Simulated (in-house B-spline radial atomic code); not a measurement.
Ionisation energies with and without relativity, with size and susceptibility from the Dirac run. Dirac energy differences include first-order Breit, QED and recoil terms. NIST's values go from ground level to ground level; the uncertainty of those that are theory runs from under 0.1 % in few-electron ions to several per cent in heavy many-electron ones. Computed with a radial B-spline atomic code at the basis-set limit: non-relativistic Hartree-Fock and Dirac-Hartree-Fock, averages of the configuration (point nuclei without relativity, finite nuclei with it).

Some pairs differ by more than the removed electron.

```
ion      configuration  configuration after  ionisation non-relativistic (eV)  ionisation Dirac Breit and QED (eV)  tabulated value (eV)  tabulated kind  radius at density 0.001 (bohr)  diamagnetic susceptibility (10⁻⁶ cm³/mol)
Rh+           [Kr] 4d8             [Kr] 4d7                            17.752                               17.407                 18.08  semi-empirical                           3.673                                    -28.589
Pd+           [Kr] 4d9             [Kr] 4d8                                 ?                                    ?                     ?  semi-empirical                               ?                                          ?
Ag+          [Kr] 4d10             [Kr] 4d9                            20.307                               19.895               21.4844        measured                           3.509                                     -27.24
Cd+      [Kr] 4d10 5s1            [Kr] 4d10                            14.824                               15.543              16.90831        measured                           3.902                                    -30.473
In+      [Kr] 4d10 5s2        [Kr] 4d10 5s1                            16.284                               17.019              18.87041        measured                           4.074                                    -32.729
Sn+  [Kr] 4d10 5s2 5p1        [Kr] 4d10 5s2                            13.627                               13.645              14.63307        measured                           4.279                                    -36.374
Sb+  [Kr] 4d10 5s2 5p2    [Kr] 4d10 5s2 5p1                            15.374                               15.401                16.626        measured                           4.318                                    -38.456
Te+  [Kr] 4d10 5s2 5p3    [Kr] 4d10 5s2 5p2                                 ?                                    ?                     ?        measured                               ?                                          ?
 I+  [Kr] 4d10 5s2 5p4    [Kr] 4d10 5s2 5p3                                 ?                                    ?                     ?        measured                               ?                                          ?
Xe+  [Kr] 4d10 5s2 5p5    [Kr] 4d10 5s2 5p4                            20.805                               20.874                20.975  semi-empirical                            4.13                                    -40.546
Cs+  [Kr] 4d10 5s2 5p6    [Kr] 4d10 5s2 5p5                            22.697                               22.785              23.15745        measured                           4.042                                    -40.568
Ba+           [Xe] 6s1    [Kr] 4d10 5s2 5p6                             9.061                                9.359              10.00383        measured                           4.752                                    -53.613
La+           [Xe] 5d2             [Xe] 5d1                            10.215                                9.820              11.18496        measured                           4.437                                    -48.214
Ce+       [Xe] 4f1 5d2             [Xe] 4f2                             8.793                               10.956                10.956  semi-empirical                           4.399                                    -47.289
Pr+       [Xe] 4f3 6s1             [Xe] 4f3                             9.445                                9.844                10.631  semi-empirical                           4.666                                    -50.448
```

Q: Fill in the row of Pd+.

A: ionisation non-relativistic (eV): 19.025; ionisation Dirac Breit and QED (eV): 18.647; tabulated value (eV): 19.43; radius at density 0.001 (bohr): 3.589; diamagnetic susceptibility (10⁻⁶ cm³/mol): -27.908.

Q: Fill in the row of Te+.

A: ionisation non-relativistic (eV): 17.148; ionisation Dirac Breit and QED (eV): 17.187; tabulated value (eV): 18.6; radius at density 0.001 (bohr): 4.282; diamagnetic susceptibility (10⁻⁶ cm³/mol): -39.644.

Q: Fill in the row of I+.

A: ionisation non-relativistic (eV): 18.956; ionisation Dirac Breit and QED (eV): 19.009; tabulated value (eV): 19.13126; radius at density 0.001 (bohr): 4.213; diamagnetic susceptibility (10⁻⁶ cm³/mol): -40.277.
